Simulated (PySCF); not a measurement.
Si(CCH)(F)2(Me) (C₃H₄F₂Si), SMILES C#C[Si](F)(C)F.

The structure is a stationary point at PBE0-D3(BJ)/def2-SVP.

Two levels are set side by side: TDA-PBE/def2-SVPD (PySCF) and TDA-LC-ωPBE/def2-SVPD (PySCF). Vertical, same geometry. The lowest singlet is HOMO→LUMO 81 %, HOMO−1→LUMO+1 19 % with PBE and HOMO→LUMO 60 %, HOMO−1→LUMO+1 32 % with the other functional; states are paired by order. Differences are taken from unrounded values.

```json
[
 {"quantity": "lowest singlet excitation (eV)", "TDA-LC-ωPBE": "6.05", "TDA-PBE": "6.06", "TDA-PBE minus TDA-LC-ωPBE": "0.01"},
 {"quantity": "lowest triplet excitation (TDA) (eV)", "TDA-LC-ωPBE": "4.74", "TDA-PBE": "4.91", "TDA-PBE minus TDA-LC-ωPBE": "0.17"}
]
```

Rough cost on one machine, each run with all the roots and properties that it gave: TDA-LC-ωPBE against TDA-PBE about 3 times.
